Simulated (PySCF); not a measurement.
A structure optimised at PBE0-D3(BJ)/def2-SVP, used in a PySCF frequency run:

```xyz
7

Se     0.0038     0.3875     0.5493
F     -1.6763     0.1210     0.0654
O      0.7740    -0.9330    -0.3294
C      0.9555    -0.7641    -1.7258
H      1.4502     0.1928    -1.9610
H      1.5904    -1.5972    -2.0596
H     -0.0091    -0.8112    -2.2554
```
Charge 0, spin multiplicity 1.

**Question.** Write its SMILES and formula.

**Answer.** CO[Se]F, CH3FOSe

**Question.** What are its rotational constants (standard atomic weights)?

**Answer.** 8.9847, 3.6050, 2.8151 GHz
